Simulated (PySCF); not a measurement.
Compound: C5H8BFO2.
SMILES with atom numbers: `[F:1][C@@H:2]1[CH2:3][C@H:4]1[B:5]1[O:6][CH2:7][CH2:8][O:9]1` (hydrogens: H10 on C2; H11, H12 on C3; H13 on C4; H14, H15 on C7; H16, H17 on C8)

All values: PBE0/def2-SVPD (PySCF, non-relativistic), on one gas-phase PBE0-D3(BJ)/def2-SVP geometry that isn't relaxed in the solvent. The solvent is an IEF-PCM continuum (cavity from Bondi-type radii × 1.2), and excitations are vertical TDDFT with non-equilibrium linear response and a frozen core. The model holds no explicit solvent molecules, cavitation or dispersion.

Gas-phase singlets (H = HOMO, L = LUMO):

| state | E (eV) | λ (nm) | f | leading configurations |
| --- | --- | --- | --- | --- |
| S1 | 7.125 | 174 | 0.000 | H→L 76%, H-1→L 21% |
| S2 | 7.481 | 166 | 0.002 | H-1→L 73%, H→L 21% |
| S3 | 7.705 | 161 | 0.042 | H-1→L+1 73%, H→L+1 12% |
| S4 | 7.756 | 160 | 0.041 | H→L+1 81%, H-1→L+1 14% |
| S5 | 7.811 | 159 | 0.007 | H-2→L 84% |

Task: What are the lowest 5 singlets in acetonitrile (ε = 35.69)?

Result: 
| state | E (eV) | λ (nm) | f | leading configurations | change by rank (eV) |
| --- | --- | --- | --- | --- | --- |
| S1 | 7.104 | 175 | 0.000 | H→L 97% | -0.021 |
| S2 | 7.633 | 162 | 0.018 | H→L+1 61%, H-1→L 34% | +0.152 |
| S3 | 7.650 | 162 | 0.024 | H-1→L 59%, H→L+1 35% | -0.055 |
| S4 | 7.814 | 159 | 0.063 | H-1→L+1 82%, H-2→L 10% | +0.058 |
| S5 | 7.920 | 157 | 0.010 | H-2→L 82%, H-1→L+1 10% | +0.109 |

Task: How do the frontier levels move from gas to acetonitrile?

Result: 
```csv
orbital,gas (eV),solvent (eV),change (eV),"Löwdin shares, gas","Löwdin shares, solvent"
LUMO+2,1.07,1.25,+0.18,"C7 13 %, H14 12 %, C8 11 %, H15 11 %","C2 16 %, H10 13 %, F1 13 %, O6 11 %"
LUMO+1,0.75,0.82,+0.07,"B5 23 %, O6 16 %, O9 16 %, C3 10 %","B5 24 %, O6 16 %, O9 15 %, C3 10 %"
LUMO,0.25,0.41,+0.16,"B5 38 %, C8 11 %, C7 11 %, O9 6 %","B5 43 %, C7 8 %, C8 8 %, O6 7 %"
HOMO,-8.15,-7.96,+0.19,"O6 28 %, O9 17 %, C7 8 %, C2 6 %","O9 27 %, O6 27 %, C8 10 %, C7 10 %"
HOMO-1,-8.16,-8.24,-0.08,"C2 21 %, F1 17 %, C4 16 %, C3 12 %","C2 27 %, C4 21 %, F1 20 %, C3 15 %"
HOMO-2,-8.51,-8.52,-0.01,"C3 29 %, C4 26 %, C2 13 %, F1 10 %","C3 30 %, C4 26 %, C2 13 %, F1 8 %"
HOMO-3,-9.80,-9.59,+0.21,"C8 23 %, C7 23 %, O6 21 %, O9 17 %","C7 24 %, C8 24 %, O9 19 %, O6 17 %"
```

The HOMO–LUMO gap goes from 8.41 to 8.37 eV. Rows go by rank; for LUMO+1 and LUMO+2 the atom shares or the degeneracy differ between the runs, so the row needn't follow one orbital.

The values belong to the conformer `[F:1][C@@H:2]1[CH2:3][C@H:4]1[B:5]1[O:6][CH2:7][CH2:8][O:9]1`: C3–C4–B5–O6 -147°.
